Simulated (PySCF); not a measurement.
# Dipole moment and polarisability of `C/C=C(/C)CC(=S)CC(C)=S`

Species: C9H14S2.
Geometry (PBE0-D3(BJ)/def2-SVP, Å), atoms numbered from 1 in this order:
```xyz
25
C9H14S2 angstrom
C     -1.627    2.225    0.210
C     -2.212    0.920   -0.219
C     -1.804   -0.324    0.085
C     -2.531   -1.536   -0.417
C     -0.596   -0.617    0.953
C      0.552   -1.096    0.111
S      1.001   -2.658    0.016
C      1.286   -0.011   -0.653
C      2.424    0.489    0.214
C      3.721   -0.218    0.011
S      2.216    1.671    1.314
H     -1.465    2.881   -0.662
H     -2.327    2.765    0.871
H     -0.666    2.134    0.736
H     -3.108    0.995   -0.848
H     -3.352   -1.262   -1.095
H     -1.852   -2.221   -0.950
H     -2.954   -2.113    0.423
H     -0.846   -1.396    1.688
H     -0.274    0.289    1.490
H      0.595    0.813   -0.878
H      1.683   -0.433   -1.586
H      4.467    0.074    0.758
H      3.549   -1.308    0.034
H      4.103    0.009   -1.000
```

Level: wB97X-D/def2-SVPD (PySCF), static field, nuclei fixed, core orbitals frozen in the response. The polarisability tensor in these axes (au):

```
x   156.46  -7.60   3.54
y    -7.60 181.04  13.26
z     3.54  13.26 117.51
```

Question: Give the principal values, the mean and the anisotropy Δα = √{½[(α1 − α2)² + (α2 − α3)² + (α1 − α3)²]}.

Answer: Principal values 114.27, 155.46 and 185.30 au; mean 151.67 au = 22.48 Å³ = 25.01 × 10⁻⁴⁰ C²·m²/J; Δα = 61.78 au (41 % of the mean).

Question: What is the dipole moment, and where does it point?

Answer: (-0.54, 0.68, -1.51) D, 1.74 D in size, pointing from the negative to the positive side. Measured along this direction, the outermost atoms are H23 at the negative end and H12 and H15 at the positive end.

Question: Give the principal axes and the span of the nuclei along them.

Answer: Largest value along (-0.23, 0.96, 0.18), where the nuclei span 6.11 Å; middle along (0.97, 0.20, 0.16), 8.12 Å; least along (-0.12, -0.21, 0.97), 3.68 Å. The strongest response doesn't lie along the longest of the three spans.

Question: Estimate the molar refractivity from the static electronic polarisability.

Answer: Lorentz–Lorenz: R = (4π/3)N_A α = 2.5225 cm³/(mol·Å³) × 22.48 Å³ = 56.7 cm³/mol, in the limit of long wavelengths.

Question: How large is μ²/3kT at 250 K beside α?

Answer: In Gaussian units μ²/3kT = 29.23 Å³ against 22.48 Å³, a ratio of 1.30; the Debye molar polarisation (4π/3)N_A(α + μ²/3kT) is 130.4 cm³/mol, leaving out the vibrational part.

Isolated species at its PBE0-D3(BJ)/def2-SVP geometry (one conformer only).

These values come from a run that also computed excited states. The run took 70 s wall, 2.6 min CPU on 2 threads of an Intel Xeon 6975P-C, no GPU, shared host, and the process peaked at 2.1 GiB of memory.
